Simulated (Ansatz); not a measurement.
The same molecule with X = B, Al, Ga. Ansatz, PBE0-D4/def2-TZVP geometries, multiplicity 1. Each molecule was computed in one conformer, which needn't be the lowest.

Scalar relativity is left out up to krypton. Spin–orbit coupling is left out; it splits and shifts lone-pair levels of the heavy atoms by tenths of an eV.

```
 X           molecule  mean X–C bond length / Å  mean X–H bond length / Å  mean X–Se bond length / Å  HOMO energy (ωB97M-V/def2-TZVPP) / eV  HOMO energy (PBE0/def2-TZVPP) / eV  LUMO energy (B3LYP/def2-TZVPP) / eV
 B          `CB[Se]C`                     1.559                     1.198                      1.904                                  -9.21                               -7.08                                -0.90
Al  `[CH3][AlH][Se]C`                     1.950                     1.585                      2.311                                  -8.85                               -6.73                                -1.13
```

**Question.** Give the row for X = Ga, `[CH3][GaH][Se]C`. (An estimate is asked.)

**Answer.** Computed: 
```csv
X,molecule,mean X–C bond length / Å,mean X–H bond length / Å,mean X–Se bond length / Å,HOMO energy (ωB97M-V/def2-TZVPP) / eV,HOMO energy (PBE0/def2-TZVPP) / eV,LUMO energy (B3LYP/def2-TZVPP) / eV
Ga,`[CH3][GaH][Se]C`,1.965,1.565,2.321,-8.76,-6.64,-1.30
```

From B to Ga the mean X–C bond length rises at each step, by 0.406 Å in all; the mean X–H bond length isn't monotonic: highest at Al, lowest at B; the mean X–Se bond length rises at each step, by 0.417 Å in all; the HOMO energy (ωB97M-V/def2-TZVPP) rises at each step, by 0.45 eV in all; the HOMO energy (PBE0/def2-TZVPP) rises at each step, by 0.44 eV in all; the LUMO energy (B3LYP/def2-TZVPP) falls at each step, by 0.40 eV in all.

Positive LUMOs are unbound, so they and the gaps depend on the basis.

B3LYP here is the variant with VWN-RPA as its local correlation; programs differ in this.
